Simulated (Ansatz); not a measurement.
Consider the redistribution: `C[Si]1(Cl)CS1` + `CC1=CC(C(F)(F)F)=[O+][Ti-]([F])([Cl])([Cl])[O]1` → `C[Si]1(F)CS1` + `CC1=CC(C(F)(F)F)=[O+][Ti-]([Cl])([Cl])([Cl])[O]1`.

Computed with Ansatz on PBE0-D4/def2-TZVP structures; ΔE is electronic, products minus reactants. CCSD(T)/CBS adds triple-zeta CCSD(T) − MP2 to the extrapolated MP2 energy (def2 sets, frozen cores). Functionals use def2-TZVPP. B3LYP here is the variant with VWN-RPA as its local correlation; programs differ in this. For Ti outer-core shells are correlated without core-valence functions, which leaves a few kJ/mol of doubt a bond. Scalar relativity is left out up to krypton.

`C[Si]1(Cl)CS1`:

```xyz
10

C     0.566    0.493   -1.408
Si    0.391    0.097    0.388
Cl    1.407    1.475    1.510
C    -1.119   -0.627    1.121
S     0.304   -1.860    1.066
H     0.221    1.510   -1.609
H     1.612    0.419   -1.710
H    -0.022   -0.213   -1.996
H    -1.958   -0.926    0.501
H    -1.403   -0.368    2.137
```

`CC1=CC(C(F)(F)F)=[O+][Ti-]([F])([Cl])([Cl])[O]1`:

Z-matrix (Å, degrees):
```
Ti
O 1 2.072
F 1 1.743 2 84.0
Cl 1 2.189 2 88.4 3 116.1
C 1 3.005 2 64.4 3 -129.4
C 1 3.046 2 17.7 3 -133.7
Cl 1 2.215 2 169.7 3 -97.2
O 1 1.918 2 80.7 3 -127.4
C 5 1.486 1 140.1 2 178.5
C 5 1.382 1 97.8 2 -3.5
C 6 1.539 1 146.7 2 -6.6
H 9 1.093 5 109.0 1 -60.6
H 9 1.093 5 109.0 1 55.7
H 9 1.088 5 112.1 1 177.6
H 10 1.079 5 120.3 1 -178.2
F 11 1.336 6 109.8 1 -116.5
F 11 1.336 6 109.9 1 125.1
F 11 1.318 6 111.9 1 4.2
```

`C[Si]1(F)CS1`:

Z-matrix (Å, degrees):
```
C
Si 1 1.843
H 1 1.091 2 109.9
H 1 1.092 2 110.6 3 120.6
H 1 1.092 2 110.3 3 -119.7
F 2 1.594 1 108.6 3 -176.2
C 2 1.823 1 124.9 3 -31.3
S 2 2.068 1 122.5 3 39.8
H 7 1.086 2 119.9 1 -147.1
H 7 1.086 2 122.0 1 6.3
```

`CC1=CC(C(F)(F)F)=[O+][Ti-]([Cl])([Cl])([Cl])[O]1`:

Cartesian coordinates in Å:
```
C -2.036 -1.802 0.422
C -1.018 -0.754 0.148
C 0.319 -0.928 0.472
C 1.227 0.085 0.185
C 2.713 -0.096 0.526
F 3.440 -0.056 -0.587
F 3.119 0.878 1.332
F 2.945 -1.262 1.131
O 0.956 1.181 -0.350
Ti -0.800 2.011 -1.023
Cl -0.428 3.654 0.373
Cl -2.856 2.563 -1.625
Cl 0.165 2.203 -2.976
O -1.463 0.313 -0.404
H -2.817 -1.382 1.061
H -2.515 -2.087 -0.519
H -1.603 -2.680 0.896
H 0.652 -1.841 0.937
```

```json
{"level": "B3LYP-D4", "ΔE (kJ/mol)": "-17.8"}
{"level": "ωB97X-V", "ΔE (kJ/mol)": "-7.1"}
{"level": "PBE0", "ΔE (kJ/mol)": "-11.4"}
{"level": "HF/def2-TZVPP", "ΔE (kJ/mol)": "-16.7"}
{"level": "MP2/def2-TZVPP", "ΔE (kJ/mol)": "-28.0"}
{"level": "CCSD(T)/def2-TZVPP", "ΔE (kJ/mol)": "-21.3"}
{"level": "SCS-MP2/def2-QZVPP", "ΔE (kJ/mol)": "-25.7"}
{"level": "CCSD/CBS(def2)", "ΔE (kJ/mol)": "-19.2"}
```

Problem. What does CCSD(T)/CBS give? (Best estimate.)

Solution. Ansatz gave: -24.2 kJ/mol. The listed levels differ from it by 6.4, 17.1, 12.8, 7.5, -3.8, 2.9, -1.5, 5.0 kJ/mol.

Largest T1 diagnostic among the species: 0.022, so the coupled-cluster value is less sure than usual.

In def2-TZVPP, CCSD(T) changes the Hartree–Fock value by −4.6 kJ/mol (the triples alone add −5.0 kJ/mol) and MP2 by −11.3 kJ/mol. From PBE to PBE0 (25 % exact exchange), in def2-TZVPP and without D4, ΔE moves by −3.2 kJ/mol.
